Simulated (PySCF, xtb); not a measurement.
C₂H₈OSn, SMILES C[O][SnH2][CH3]. The values are those of a single conformer.

Harmonic wavenumbers (cm⁻¹) from xtb with GFN2-xTB at its own minimum, in rising order: 71, 88, 108, 142, 201, 338, 385, 482, 494, 552, 652, 748, 759, 1068, 1147, 1151, 1255, 1426, 1431, 1438, 1494, 1497, 1527, 1747, 2913, 2932, 2973, 3013, 3024, 3056.

Question: What does PySCF with PBE-D3(BJ)/def2-SVP give at its own minimum? (The exact figures need the calculation; the answer reports its results.)

Answer: 54, 64, 113, 152, 204, 354, 496, 503, 534, 581, 660, 736, 755, 1091, 1132, 1152, 1158, 1381, 1384, 1414, 1417, 1429, 1815, 1873, 2860, 2910, 2985, 2991, 3104, 3112. Paired by order, the mean absolute difference is 45 cm⁻¹ and the zero-point energies are 54.5 and 54.9 kcal/mol.
